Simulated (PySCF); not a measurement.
Related systems: molecular glass and resin monomer

All values: TDA PBE0/6-31G*, gas phase, PySCF SCF with an in-house response code, fitting set def2-universal-JFIT up to Ne and JKFIT beyond, grid level 1 (kernel 0), vertical, one conformer each, geometries GFN2-xTB; core orbitals frozen in the response, virtual orbitals above 1.5 Eh left out. The lowest 6 singlets were sought, and the brightest is taken among them. The runs took 1 to 10 CPU minutes each on shared server CPUs.

Some members have dark charge-transfer states, which this functional places too low.

```csv
system,formula,HOMO-LUMO gap / eV,S1 / eV,HOMO / eV,T1 (TDA) / eV,LUMO / eV
Fc1ccc(F)c2c1[C@H]1c3ccccc3[C@@H]2c2ccccc21,C20H12F2,5.88,5.08,-6.30,3.94,-0.42
c1ccc2c(c1)[C@H]1c3ccccc3[C@@H]2c2c(O[C@H]3CCCCO3)ccc(O[C@@H]3CCCCO3)c21,C30H30O4,5.78,4.91,-5.67,3.91,0.11
COc1ccc(OC)c2c1[C@H]1c3ccccc3[C@@H]2c2ccccc21,C22H18O2,5.63,4.83,-5.58,3.89,0.05
```
